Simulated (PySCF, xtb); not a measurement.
hydronium (H3O), SMILES [OH3+], charge +1.

xtb with GFN2-xTB at its own geometry gives an orbital gap of 13.85 eV.

Geometry: PBE0-D3(BJ)/def2-TZVPD.

Question: What does M06-2X/def2-TZVPD (PySCF) give? (An estimate is asked for; the answer gives what the named calculation found.)

Answer: gap 16.15 eV (levels -22.72 and -6.57 eV).
